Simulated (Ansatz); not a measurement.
Reaction (formal exchange of groups at a C–C bond): `FCOCC(F)F` + CH₃NH₂ → `NCC(F)F` + `COCF`

Computed with Ansatz on PBE0-D4/def2-TZVP structures; ΔE is electronic, products minus reactants. CCSD(T)/CBS is the MP2 limit (def2-TZVPP, def2-QZVPP) plus CCSD(T) − MP2 in def2-TZVPP, frozen cores. DFT in def2-TZVPP. Each species was taken in one conformer, which may not be the lowest.

```json
{"level": "PBE0-D4", "ΔE (kJ/mol)": "-14.0", "difference from CCSD(T)/CBS": "-0.9"}
{"level": "ωB97M-V", "ΔE (kJ/mol)": "-13.2", "difference from CCSD(T)/CBS": "-0.1"}
{"level": "B2PLYP", "ΔE (kJ/mol)": "-13.7", "difference from CCSD(T)/CBS": "-0.6"}
{"level": "PBE", "ΔE (kJ/mol)": "-14.8", "difference from CCSD(T)/CBS": "-1.7"}
{"level": "r2SCAN", "ΔE (kJ/mol)": "-15.0", "difference from CCSD(T)/CBS": "-1.9"}
{"level": "MP2/def2-TZVPP", "ΔE (kJ/mol)": "-13.9", "difference from CCSD(T)/CBS": "-0.8"}
{"level": "CCSD(T)/def2-TZVPP", "ΔE (kJ/mol)": "-12.7", "difference from CCSD(T)/CBS": "0.4"}
{"level": "HF/def2-QZVPP", "ΔE (kJ/mol)": "-11.7", "difference from CCSD(T)/CBS": "1.4"}
{"level": "MP2/def2-QZVPP", "ΔE (kJ/mol)": "-14.0", "difference from CCSD(T)/CBS": "-0.9"}
{"level": "HF/CBS(def2)", "ΔE (kJ/mol)": "-11.6", "difference from CCSD(T)/CBS": "1.5"}
{"level": "CCSD(T)/CBS", "ΔE (kJ/mol)": "-13.1", "difference from CCSD(T)/CBS": "0"}
```

Largest T1 diagnostic among the species: 0.012.
